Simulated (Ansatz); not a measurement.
```yaml
crystal:
  periodic: [false, false, false]
  atoms:
    - {symbol: C, position_ang: [2.642158, 0.669272, -1.349445]}
    - {symbol: C, position_ang: [0.734949, 0.339730, 0.355949]}
    - {symbol: C, position_ang: [2.010121, -1.930055, 2.408756]}
    - {symbol: N, position_ang: [-1.378379, -0.408146, -0.419997]}
    - {symbol: Si, position_ang: [-4.034638, 1.229929, -0.184679]}
    - {symbol: Cl, position_ang: [-4.567620, 2.637403, 3.475522]}
    - {symbol: Cl, position_ang: [-3.299520, 5.004656, -2.341506]}
    - {symbol: Cl, position_ang: [-6.814839, -0.220680, -2.263951]}
    - {symbol: H, position_ang: [4.649256, -0.066327, -1.675664]}
    - {symbol: H, position_ang: [3.149666, -1.521147, -2.846487]}
    - {symbol: H, position_ang: [2.239041, 1.353512, -3.104707]}
    - {symbol: H, position_ang: [1.920438, 2.236503, 1.521350]}
    - {symbol: H, position_ang: [1.504328, -3.342655, 1.508237]}
    - {symbol: H, position_ang: [0.475263, -2.197196, 4.254720]}
    - {symbol: H, position_ang: [3.633817, -1.833653, 3.320538]}
    - {symbol: H, position_ang: [-1.517672, -2.489618, -1.703760]}
basis:
  gaussian: {orbitals: cc-pVTZ-DK}
hamiltonian: {xc: {name: BHLYP}, dispersion: d4}
```

```sh
$ ansatz run in.yaml --threads 4 --pin off --events-out ev --progress --plain --max-ram 41984MiB --backend cuda --devices 0, --max-vram 37GiB
```

Output, abridged:

```
Functional definition: BHLYP
2611 factors; their error is unknown
mean field evaluation 1: about -50217.1001 eV, gradient 8.9e1 eV
mean field evaluation 2: about -49260.6960 eV, gradient 3.1e2 eV
mean field evaluation 4: about -49383.3508 eV, gradient 2.7e2 eV
mean field evaluation 8: about -50246.9373 eV, gradient 2.2e1 eV
mean field evaluation 16: about -50249.5221 eV, gradient 1.7e1 eV
mean field evaluation 32: about -50251.0069 eV, gradient 1.8e-5 eV
mean field -50251.00693477 eV, -1846.6904434970 hartree, gradient 5.3e-6 eV, S^2 0.000000; 6 other end points of the search recorded, 0 dependent functions left out
reference -50251.00734914 eV, -1846.6904587248 hartree; 49, 49 occupied and 319, 319 virtual orbitals, 2611 factors
Total energy: -50251.32225321 eV, -1846.7020312359 hartree
Relativity: scalar
```

(1) Something in this input is off. What?

Results:

(1) The coordinates are in bohr but typed as ångström. The run converged. The result belongs to that input, not to the molecule as meant.
